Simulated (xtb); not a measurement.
CuCl, SMILES [Cl][Cu], multiplicity 1. All values are semi-empirical tight-binding results from xtb (GFN2-xTB unless named), good for trends rather than for accurate numbers. Coordinates come from a GFN2-xTB optimisation. The multiplicity is an assumed one; other spin states were not compared.

Optimised geometry:

Bonded distances (Å): Cu1–Cl2 2.051.

For metal compounds this method's bond lengths and energies can be far off.

The point group as xtb finds it comes out as C∞v and the orbital gap is 4.89 eV.

Computed atomic charges and the Wiberg bond orders between heavy atoms:
charges (e) Cu1 0.48, Cl2 -0.48. Bond orders Cu1–Cl2 0.84.
